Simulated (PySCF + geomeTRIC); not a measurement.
Species: [Zr(Cl)(Br)3] (charge 0, multiplicity 1).

Problem. Give a relaxed geometry from TPSS-D3(BJ)/def2-SVP run with PySCF + geomeTRIC.

Solution. the end point of this relaxation.
Cartesian coordinates (Å) in one orientation:
```xyz
5

Zr     0.008     0.009     0.019
Cl    -0.430     1.282     1.930
Br     0.547    -2.325     0.677
Br    -1.989     0.003    -1.461
Br     1.936     0.988    -1.205
```
